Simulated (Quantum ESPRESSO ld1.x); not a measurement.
Task: Species: Zr4+. Configuration: [Kr]. Calculated with ld1.x of Quantum ESPRESSO 7.5: scalar-relativistic Kohn-Sham, LDA (Slater exchange, VWN5 correlation), spin-polarised, spherical densities, point nucleus. Some entries of the table are withheld. Estimate them.

orbital  occ.  eigenvalue (Ry)  <r^2> (bohr^2)  r(max) (bohr)
1s          2         -1311.38        0.001857        0.02417
2s          2              (1)         0.03124         0.1371
2p          6         -164.999         0.02458         0.1095
3s          2         -32.8242          0.2419         0.4086
3p          6         -26.4735          0.2494         0.4024
3d         10         -16.0183          0.2474         0.3464
4s          2         -7.03247           1.596          1.068
4p          6              (2)           1.966          1.160

Result: 
(1) 2s eigenvalue (Ry): -184.496
(2) 4p eigenvalue (Ry): -5.36103
